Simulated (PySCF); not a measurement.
Compound: C₆H₉BO₂.
Geometry (GFN2-xTB, Å), atoms numbered from 1 in this order:
```
atom  x, y, z in Å
C1     3.1182   -1.1956   -0.6667
C2     2.2443   -0.4826   -0.0009
C3     1.8529    0.4717    0.9922
C4     0.8650   -0.0349    0.2512
B5    -0.6296   -0.1130   -0.1501
O6    -1.3231    0.9579   -0.6373
C7    -0.7566    2.2345   -0.7932
O8    -1.2406   -1.3054   -0.0132
C9    -2.5920   -1.5312   -0.3496
H10    2.8144   -1.8646   -1.4530
H11    4.1715   -1.1431   -0.4470
H12    2.1346    1.1020    1.8020
H13    0.1833    2.1863   -1.3496
H14   -1.4745    2.8442   -1.3434
H15   -0.5642    2.6931    0.1808
H16   -3.0834   -0.6093   -0.6614
H17   -2.6294   -2.2600   -1.1624
H18   -3.0995   -1.9435    0.5252
```

The closed-shell SCF was solved with PySCF and density fitting under several settings on one GFN2-xTB geometry (grid level 2 and gas phase unless stated).

| settings | basis functions | SCF cycles | E (Eh) | HOMO (eV) | LUMO (eV) | dipole (D) |
| --- | --- | --- | --- | --- | --- | --- |
| PBE0/pcSseg-1 | 198 | 14 | -408.8017 | -5.92 | -0.81 | 3.06 |
| PBE0/def2-SVPD | 258 | 14 | -408.5719 | -5.97 | -0.90 | 2.94 |
| HF/STO-3G | 54 | 11 | -401.6927 | -5.99 | 7.06 | 3.06 |
| X3LYP/pcseg-1, IEF-PCM acetone | 171 | 14 | -409.0808 | -5.99 | -0.93 | 3.93 |

Q: Estimate the row for these settings: HF/pcSseg-1, IEF-PCM cyclohexane, grid level 4, fitting basis def2-qzvpp-jkfit.

A: 
| settings | basis functions | SCF cycles | E (Eh) | HOMO (eV) | LUMO (eV) | dipole (D) |
| --- | --- | --- | --- | --- | --- | --- |
| HF/pcSseg-1, IEF-PCM cyclohexane, grid level 4, fitting basis def2-qzvpp-jkfit | 198 | 12 | -406.7765 | -8.11 | 3.11 | 3.71 |

Q: Over all rows, what range does the HOMO–LUMO gap span?

A: From 5.06 eV (X3LYP/pcseg-1, IEF-PCM acetone) to 13.05 eV (HF/STO-3G). The functional of the narrowest has 22 % exact exchange, that of the widest 100 % exact exchange.

Q: And the dipole moment?

A: From 2.94 D (PBE0/def2-SVPD) to 3.93 D (X3LYP/pcseg-1, IEF-PCM acetone); the largest is 1.34 times the smallest, and the median is 3.06 D.

Q: Compare two rows with the functional PBE0: PBE0/pcSseg-1 and PBE0/def2-SVPD. Which energy is lower, and by how much?

A: PBE0/pcSseg-1 (198 functions) lies 0.2298 Eh or 144 kcal/mol below PBE0/def2-SVPD (258 functions). The smaller set gives the lower energy; the two sets aren't nested, so the variational bound doesn't order them by size.

Whole jobs, the steps after the SCF included, on Arm Neoverse V1, one thread, no GPU, on a shared host:

```json
{"settings": "PBE0/pcSseg-1", "work after the SCF": "shieldings, ring-centre shieldings, charges and field gradients, density and orbital grids written", "wall time": "39 s", "peak memory": "0.86 GiB"}
{"settings": "PBE0/def2-SVPD", "work after the SCF": "6 singlets by full TDDFT, 2 Tamm–Dancoff triplets, polarisability, density and orbital grids written", "wall time": "61 s", "peak memory": "1.0 GiB"}
{"settings": "HF/STO-3G", "work after the SCF": "1 singlet by TDHF, 2 Tamm–Dancoff triplets, polarisability", "wall time": "1.1 s", "peak memory": "0.36 GiB"}
{"settings": "X3LYP/pcseg-1, IEF-PCM acetone", "work after the SCF": "spin–spin couplings from 10 perturbed nuclei, spin–dipole term for 1 of them", "wall time": "34 s", "peak memory": "0.92 GiB"}
{"settings": "HF/pcSseg-1, IEF-PCM cyclohexane, grid level 4, fitting basis def2-qzvpp-jkfit", "work after the SCF": "shieldings, ring-centre shieldings, charges and field gradients", "wall time": "16 s", "peak memory": "0.94 GiB"}
```

Cycle counts include a coarse-grid stage where the run had one. One conformer (not necessarily the lowest) at the GFN2-xTB geometry, without vibrations or thermal averaging.
